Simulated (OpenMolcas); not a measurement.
# What dynamic correlation does to the levels of Ba+

- Program: OpenMolcas
- Basis: ANO-RCC-VQZP [9s8p5d3f2g]
- Scalar Hamiltonian: DKH2, point nucleus
- Active space: 1 electron in 4 orbitals (6s 6p)
- State averaging: 2S+1 = 2 even, 1 root; 2S+1 = 2 odd, 3 roots
- Spin-orbit coupling: state interaction with AMFI integrals over the reference wave functions, term energies averaged over their components

Methods on the same reference wave functions:
A. CASSCF
B. SS-CASPT2, IPEA 0.25 Eh, imaginary shift 0.1 Eh (closed shells correlated: 5s 5p)

Energies in cm⁻¹ above 6s ²S_1/2, the measured ground level; measured values from NIST Handbook of Basic Atomic Spectroscopic Data.

```csv
Level,A,B,Measured
6s ²S_1/2,0.0,0.0,0.0
6p ²P°_1/2,18348,20433,20262
6p ²P°_3/2,19499,21584,21952
```

Deviations, from unrounded energies. A percentage is the sum of absolute deviations over the sum of measured energies, with the sign that they share, or ± where signs differ.

```
           Against measurement  Levels      A     B
mean absolute deviation (cm-1)       2   2200   270
      other configurations (%)       2  -10.3  ±1.3
```

B lies closest to measurement on these levels. The largest miss of B in the table is 6p ²P°_3/2, by -370 cm-1. The ranking rests on the paired levels alone, and a cruder setting can come out closer through cancelling errors.

The lowest spin-free term lies below A's lowest term by 0.185 hartree in B.

ANO sets are built for ground and valence states and can reach diffuse excited orbitals poorly. With one active electron the reference holds no correlation, so core polarisation is missing (holds for A). With one active electron, CASPT2 adds the correlation within the correlated inactive shells and between them and that electron, and leaves the splitting within a term as the reference gives it (holds for B). Measured partners are found by configuration, term and J. A level has none where our copy of the source lacks it or the pairing is in doubt (some pairs that miss far off the trend of their configuration count as doubtful), and it then counts in no deviation. Only configurations of the active space appear.

° marks odd parity.
